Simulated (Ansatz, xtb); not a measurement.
**Relaxing a trial structure of CHBO2−**

The starting geometry of this gas-phase doublet was built from a drawn formula by distance geometry and a force field; its bonds are those of `[O-][C@@H]1[B]O1`.

```xyz
5

C    -2.0325   -0.9723   -0.0803
B    -0.9479   -0.7883    0.9562
O    -1.6232   -1.5864   -1.2667
O    -1.9352   -1.8409    0.9655
H    -2.9765   -0.3596   -0.1122
```

Q: Predict what it relaxes into with r2SCAN-D4/def2-SVPD.

A: A bond breaks, giving a structure given below by its coordinates. Distances that change by over a tenth: B2–O4 (1.44 → 1.24 Å). Contacts that open: C1–O4 (1.36 → 2.75 Å).

The energy falls by 3.60 eV over 18 steps:

```tsv
step	E − E(last) (eV)
1	3.599
3	2.661
5	2.432
7	1.784
9	1.318
10	1.192
12	0.268
14	0.018
16	0.000
18	0.000
```

Final geometry (Å):

```json
{"atom": "C", "x (Å)": "-2.0967", "y (Å)": "-0.9218", "z (Å)": "-0.4475"}
{"atom": "B", "x (Å)": "-1.6197", "y (Å)": "-1.3854", "z (Å)": "0.9025"}
{"atom": "O", "x (Å)": "-1.5796", "y (Å)": "-1.2614", "z (Å)": "-1.5814"}
{"atom": "O", "x (Å)": "-1.2408", "y (Å)": "-1.7569", "z (Å)": "2.0256"}
{"atom": "H", "x (Å)": "-2.9785", "y (Å)": "-0.2220", "z (Å)": "-0.4367"}
```

From the same start GFN2-xTB reaches the same bonding as this run.

No frequencies were run, so the end isn't proven a minimum. Open shells are spin-unrestricted. Run with Ansatz 0.2.0, 57 s on 2 threads of Arm Neoverse V2, on a shared host.
